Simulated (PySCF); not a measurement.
V(F)5 anion (F5V), SMILES [F][V]([F])([F])([F])[F] (connectivity only; charge and spin as stated), charge -1, multiplicity 2. Atoms are numbered in the order given.

```xyz
6

V      0.0000     0.0000     0.0245
F      0.0000    -1.8340     0.0302
F      0.0000     1.8340     0.0302
F      1.5683     0.0000     0.8151
F     -1.5683     0.0000     0.8151
F      0.0000     0.0000    -1.7532
```
Charge -1, spin multiplicity 2.

Geometry optimised at ωB97X-D3(BJ)/def2-SVPD. The geometry has at least one imaginary mode, so it is a saddle point at that level. The multiplicity is an assumed one; no other spin state was optimised. The isomer is the one that the SMILES or the coordinates give; other isomers of the formula were not compared.

These are PySCF with PBE/def2-SVPD values and carry that method's errors.

Mulliken values depend strongly on the basis, most of all with diffuse functions as here. ESP charges are fitted to the potential on shells at 1.4 to 2.0 van der Waals radii. Atomic charges (e):

```
atom  Mulliken  ESP fit  Mulliken spin
----  --------  -------  -------------
V1        1.88      ___           1.01
F2       -0.61      ___           0.01
F3       -0.61      ___           0.01
F4       -0.55      ___          -0.02
F5       -0.55      ___          -0.02
F6       -0.56      ___           0.01
```

### Question
What belongs in the gaps? (The exact figures need the calculation; the answer reports its results.)

### Answer

- V1, ESP fit: 1.21
- F2, ESP fit: -0.52
- F3, ESP fit: -0.52
- F4, ESP fit: -0.38
- F5, ESP fit: -0.38
- F6, ESP fit: -0.42
